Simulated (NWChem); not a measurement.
C$_{3}$H$_{5}$NO$_{2}$; SMILES C1=NCOCO1

```xyz
11

C      0.9891    -0.8957    -0.0857
N      1.3643     0.3003     0.0793
C      0.3594     1.3154     0.1045
O     -0.9145     0.8752    -0.3275
C     -1.2201    -0.3457     0.2285
O     -0.2802    -1.3383    -0.1477
H      1.7093    -1.7167    -0.1918
H      0.6434     2.1273    -0.5821
H      0.2984     1.7439     1.1256
H     -2.1985    -0.6710    -0.1469
H     -1.2343    -0.2982     1.3374
```
Atoms are numbered in this order, from 1.

Program: NWChem. Pople sets run with spherical d functions. STO-3G and 3-21G are far too small for this property and stand as cheap habits. Structure relaxed at the PBE0/def2-SVP level. GIAO values for the isolated, static molecule; σ is the absolute isotropic shielding, δ = σ(reference) − σ with the isolated reference molecule computed at the same levels (13C: tetramethylsilane, 1H: tetramethylsilane, 15N: ammonia, 17O: water).

For level B3LYP/6-31G*:

```
Quantity     Result
-----------  ------
δ N2 (ppm)    232.0
δ C3 (ppm)     73.0
δ C5 (ppm)     84.5
δ O6 (ppm)    151.9
δ H7 (ppm)     6.85
δ H9 (ppm)     4.93
δ H11 (ppm)    5.27
```

Task: How do the values read with level Hartree-Fock/STO-3G instead?

Result: 
| Item | Value |
|---|---|
| δ N2 (ppm) | 222.2 |
| δ C3 (ppm) | 61.0 |
| δ C5 (ppm) | 69.6 |
| δ O6 (ppm) | 49.3 |
| δ H7 (ppm) | 7.61 |
| δ H9 (ppm) | 2.75 |
| δ H11 (ppm) | 2.31 |
